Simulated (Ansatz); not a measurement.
Compare A (`N[SiH2]CO`) with its isomer B (`OCN[SiH3]`).

Program: Ansatz. Geometries: PBE0-D4/def2-TZVP. ΔE: electronic, gas phase. CBS: MP2 limit from def2 TZ/QZ plus the TZ coupled-cluster correction, frozen cores. Functionals use def2-TZVPP. B3LYP here is the variant with VWN-RPA as its local correlation; programs differ in this. Each species was taken in one conformer, which may not be the lowest.

A:

Z-matrix (Å, degrees):
```
Si
C 1 1.884
N 1 1.733 2 104.8
H 1 1.493 2 110.3 3 -124.0
H 1 1.486 2 111.8 3 114.1
O 2 1.419 1 109.8 3 -43.6
H 2 1.094 1 111.0 3 -162.9
H 2 1.102 1 110.5 3 79.5
H 3 1.007 1 118.8 2 141.9
H 3 1.009 1 119.8 2 -78.1
H 6 0.966 2 106.9 1 34.1
```

B:

Z-matrix (Å, degrees):
```
C
N 1 1.432
O 1 1.405 2 112.6
H 1 1.100 2 107.8 3 123.0
H 1 1.095 2 112.6 3 -118.2
Si 2 1.720 1 124.6 3 -131.5
H 2 1.009 1 113.6 3 66.4
H 3 0.962 1 107.2 2 51.8
H 6 1.492 2 115.2 1 -74.4
H 6 1.487 2 108.0 1 45.4
H 6 1.485 2 107.6 1 165.3
```

Question: Which isomer does CCSD(T)/CBS put lower? Give the gap. (An estimate is asked.)

Answer: Ansatz gave: A, by 7.6 kcal/mol.

Question: Give E(B) − E(A) in kcal/mol with HF/def2-TZVPP, MP2/def2-TZVPP, B3LYP-D4, CCSD/def2-TZVPP, PBE0-D4, BLYP-D4, ωB97M-V. (Estimate.)

Answer: Computed: HF/def2-TZVPP 3.9, MP2/def2-TZVPP 7.2, B3LYP-D4 7.1, CCSD/def2-TZVPP 6.4, PBE0-D4 7.5, BLYP-D4 7.4, ωB97M-V 7.8. None reverses the order clearly.

Question: Does the order hold for the free energy at 298.15 K (harmonic terms from PBE0-D4)? (Best estimate.)

Answer: The calculation gave: Yes: G(B) − G(A) = +6.7 kcal/mol, for one conformer each.

Largest T1 diagnostic: 0.011.

Leaving LDA and LC-ωPBE aside and taking each functional with its dispersion term where it has one, the values, not all of them listed here, spread over 1.6 kcal/mol, from BHLYP-D4 to PBE-D4. From BLYP to BHLYP (50 % exact exchange), in def2-TZVPP and without D4, E(B) − E(A) moves by −1.0 kcal/mol.
